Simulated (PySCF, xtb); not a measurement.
C3H9AlO, SMILES C[CH2][AlH][O]C.

xtb with GFN2-xTB at its own geometry gives an orbital gap of 4.19 eV and a dipole moment of 1.11 D.

Geometry: ωB97X-D3(BJ)/def2-SVP. Other conformers were not sampled.

Q: What does HF/def2-TZVP (PySCF) give? (An estimate is asked for; the answer gives what the named calculation found.)

A: gap 12.63 eV (levels -10.57 and 2.06 eV), dipole 0.21 D.
